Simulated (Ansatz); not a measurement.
Consider the ligand exchange at the Si–N bond: `NC(S)N[SiH3]` + `N=C(N)[SeH]` → `N=C(N)[Se][SiH3]` + `NC(N)S`.

Isolated molecules relaxed with PBE0-D4/def2-TZVP in Ansatz; ΔE leaves out vibrations. CCSD(T)/CBS adds triple-zeta CCSD(T) − MP2 to the extrapolated MP2 energy (def2 sets, frozen cores). Functionals use def2-TZVPP. B3LYP here is the variant with VWN-RPA as its local correlation; programs differ in this. For Se outer-core shells are correlated without core-valence functions, which leaves a few kJ/mol of doubt a bond. Scalar relativity is left out up to krypton. One conformer a species, not always the lowest.

```tsv
level	ΔE (kJ/mol)	difference from CCSD(T)/CBS
PBE-D4	-20.5	-5.7
r2SCAN-D4	-15.7	-0.9
B3LYP-D4	-10.4	4.4
ωB97X-V	-11.6	3.2
ωB97M-V	-11.9	2.9
PBE	-20.6	-5.8
PBE0	-19.5	-4.7
B3LYP	-10.4	4.4
SCS-MP2/def2-TZVPP	-8.8	6.0
CCSD/def2-TZVPP	-8.9	5.9
CCSD(T)/def2-TZVPP	-10.7	4.1
HF/def2-QZVPP	-4.8	10.0
SCS-MP2/def2-QZVPP	-10.5	4.3
HF/CBS(def2)	-4.7	10.1
MP2/CBS(def2)	-16.4	-1.6
CCSD/CBS(def2)	-12.9	1.9
CCSD(T)/CBS	-14.8	0
```

Largest T1 diagnostic among the species: 0.013.

In def2-TZVPP, CCSD(T) changes the Hartree–Fock value by −4.9 kJ/mol (the triples alone add −1.8 kJ/mol) and MP2 by −6.5 kJ/mol.
